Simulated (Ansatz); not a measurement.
Reaction (formal exchange of groups at the Se–In bond): `[F][In]([F])[SeH]` + `[Cl][GeH]([Cl])[Cl]` → `[Cl][Ge]([Cl])([Cl])[SeH]` + `[F][InH][F]`

Calculated with Ansatz (gas phase, PBE0-D4/def2-TZVP geometries, no zero-point term in ΔE). CCSD(T)/CBS adds triple-zeta CCSD(T) − MP2 to the extrapolated MP2 energy (def2 sets, frozen cores). Functionals use def2-TZVPP. def2 core potentials past Kr. For Ge, In, Se outer-core shells are correlated without core-valence functions, which leaves a few kJ/mol of doubt a bond. Scalar relativity is left out up to krypton. One conformer a species, not always the lowest.

```tsv
level	ΔE (kJ/mol)
revPBE-D4	30.9
BLYP-D4	32.9
r2SCAN0-D4	40.0
ωB97X-V	39.1
ωB97M-V	37.5
MP2/def2-SVP	47.8
HF/def2-QZVPP	55.9
HF/CBS(def2)	56.0
```

**Question.** What does CCSD(T)/CBS give? (An estimate is asked.)

**Answer.** The calculation gave: +43.7 kJ/mol. The listed levels differ from it by -12.8, -10.8, -3.7, -4.6, -6.2, 4.1, 12.2, 12.3 kJ/mol.

Largest T1 diagnostic among the species: 0.017.

In def2-TZVPP, CCSD(T) changes the Hartree–Fock value by −15.1 kJ/mol (the triples alone add −2.0 kJ/mol) and MP2 by −17.1 kJ/mol. At CCSD(T), def2-SVP lies +6.0 kJ/mol from the extrapolated value and def2-TZVPP −3.9 kJ/mol. The D4 term adds −9.2 kJ/mol with B3LYP and −5.0 kJ/mol with PBE0; it sums over pairs of atoms, weighted by their polarisabilities, and B3LYP, whose exchange is more repulsive, gets the larger term.

B3LYP here is the variant with VWN-RPA as its local correlation; programs differ in this.
